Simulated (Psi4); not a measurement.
CrO4 (SMILES [O]=[Cr-2](=[O])(=[O])=[O]), charge -2, singlet, geometry from GFN2-xTB (such geometries of metal compounds can be far from the true shape) (a gas-phase anion, which may not be bound at this level); HF/6-31G (Psi4).

Psi4 was given this input:
```
memory 2 GB

molecule {
-2 1
  Cr    0.00000000    0.00000000   -0.00000000
  O     1.11911804    0.63621091   -1.00629935
  O     0.74912909   -0.80537194    1.20830855
  O    -0.95622851   -1.03167988   -0.83131917
  O    -0.91201863    1.20084091    0.62930997
}

set basis 6-31g

energy('scf')
print_variables()
```

What the program printed (banner, timings and long lists left out):

```
   => Loading Basis Set <=

    Name: 6-31G
    Role: ORBITAL
    Keyword: BASIS

         ---------------------------------------------------------
                                   SCF
               by Justin Turney, Rob Parrish, Andy Simmonett
                          and Daniel G. A. Smith
                              RHF Reference
         ---------------------------------------------------------

  ==> Geometry <==

    Molecular point group: c1
    Full point group: Td

    Geometry (in Angstrom), charge = -2, multiplicity = 1:

       Center              X                  Y                   Z               Mass
    ------------   -----------------  -----------------  -----------------  -----------------
         CR           0.000000001380     0.000000000000     0.000000000000    51.940506230000
         O            1.119118041380     0.636210910000    -1.006299350000    15.994914619570
         O            0.749129091380    -0.805371940000     1.208308550000    15.994914619570
         O           -0.956228508620    -1.031679880000    -0.831319170000    15.994914619570
         O           -0.912018628620     1.200840910000     0.629309970000    15.994914619570

  Running in c1 symmetry.

  Rotational constants: A =      0.14803  B =      0.14803  C =      0.14803 [cm^-1]
  Rotational constants: A =   4437.95889  B =   4437.95887  C =   4437.95886 [MHz]
  Nuclear repulsion =  324.882124166724680

  Charge       = -2
  Multiplicity = 1
  Electrons    = 58
  Nalpha       = 29
  Nbeta        = 29

  ==> Algorithm <==

  SCF Algorithm Type is DF.
  DIIS enabled.
  MOM disabled.
  Fractional occupation disabled.
  Guess Type is SAD.
  Energy threshold   = 1.00e-06
  Density threshold  = 1.00e-06
  Integral threshold = 1.00e-12

  ==> Primary Basis <==

  Basis Set: 6-31G
    Blend: 6-31G
    Number of shells: 31
    Number of basis functions: 65
    Number of Cartesian functions: 65
    Spherical Harmonics?: false
    Max angular momentum: 2

   => Loading Basis Set <=

    Name: (6-31G AUX)
    Role: JKFIT
    Keyword: DF_BASIS_SCF

  ==> Integral Setup <==

  SCF_SUBTYPE=INCORE selected. In-core MEM_DF algorithm will be used.
  Using in-core AOs.

  ==> MemDFJK: Density-Fitted J/K Matrices <==

    J tasked:                   Yes
    K tasked:                   Yes
    wK tasked:                   No
    Algorithm:                 Core
    Schwarz Cutoff:           1E-12
    Mask sparsity (%):       0.4734
    Fitting Condition:        1E-10

   => Auxiliary Basis Set <=

  Basis Set: (6-31G AUX)
    Blend: CC-PVDZ-JKFIT + DEF2-UNIVERSAL-JKFIT
    Number of shells: 154
    Number of basis functions: 701
    Number of Cartesian functions: 701
    Spherical Harmonics?: false
    Max angular momentum: 6

  Minimum eigenvalue in the overlap matrix is 2.7195172813E-03.
  Reciprocal condition number of the overlap matrix is 5.1516222718E-04.
    Using symmetric orthogonalization.

  ==> Pre-Iterations <==

  SCF Guess: Superposition of Atomic Densities via on-the-fly atomic UHF (no occupation information).

   -------------------------
    Irrep   Nso     Nmo
   -------------------------
     A         65      65
   -------------------------
    Total      65      65
   -------------------------

  ==> Iterations <==

                           Total Energy        Delta E     RMS |[F,P]|

   @DF-RHF iter SAD: -1339.45942953983899   -1.33946e+03   0.00000e+00
   @DF-RHF iter   1: -1341.73837582324427   -2.27895e+00   1.74452e-02 DIIS/ADIIS
   @DF-RHF iter   2: -1340.08120819735768    1.65717e+00   4.19254e-02 DIIS/ADIIS
   @DF-RHF iter   3: -1342.17547203432787   -2.09426e+00   3.74069e-03 DIIS/ADIIS
   @DF-RHF iter   4: -1342.19673904947786   -2.12670e-02   6.25198e-04 DIIS/ADIIS
   @DF-RHF iter   5: -1342.19835173027468   -1.61268e-03   2.75848e-04 DIIS/ADIIS
   @DF-RHF iter   6: -1342.19932726587695   -9.75536e-04   1.64914e-04 DIIS/ADIIS
   @DF-RHF iter   7: -1342.19996148465520   -6.34219e-04   3.52870e-05 DIIS
   @DF-RHF iter   8: -1342.19998857477958   -2.70901e-05   3.78460e-06 DIIS
   @DF-RHF iter   9: -1342.19998866738297   -9.26034e-08   1.74469e-06 DIIS
   @DF-RHF iter  10: -1342.19998868111725   -1.37343e-08   4.84488e-07 DIIS
  Energy and wave function converged.

  ==> Post-Iterations <==

    Orbital Energies [Eh]
    ---------------------

    Doubly Occupied:

[...]
    Virtual:

[...]
    Final Occupation by Irrep:
              A
    DOCC [    29 ]
    NA   [    29 ]
    NB   [    29 ]

  @DF-RHF Final Energy: -1342.19998868111725

   => Energetics <=

    Nuclear Repulsion Energy =            324.8821241667246795
    One-Electron Energy =               -2517.4187883481517929
    Two-Electron Energy =                 850.3366755003098660
    Total Energy =                      -1342.1999886811172473

Computation Completed

Properties will be evaluated at   0.000000,   0.000000,   0.000000 [a0]

Properties computed using the SCF density matrix

 Multipole Moments:

 ------------------------------------------------------------------------------------
     Multipole            Electronic (a.u.)      Nuclear  (a.u.)        Total (a.u.)
 ------------------------------------------------------------------------------------

 L = 1.  Multiply by 2.5417464519 to convert [e a0] to [Debye]
 Dipole X            :         -0.0000022           -0.0000000           -0.0000022
 Dipole Y            :         -0.0000033            0.0000000           -0.0000033
 Dipole Z            :         -0.0000006            0.0000000           -0.0000006
 Magnitude           :                                                    0.0000040

 ------------------------------------------------------------------------------------

  Variable Map:
  ----------------------------------------------------------------------------
[...]
  Array Variable Map:
  ----------------------------------------------------------------------------
[...]
[...]
```
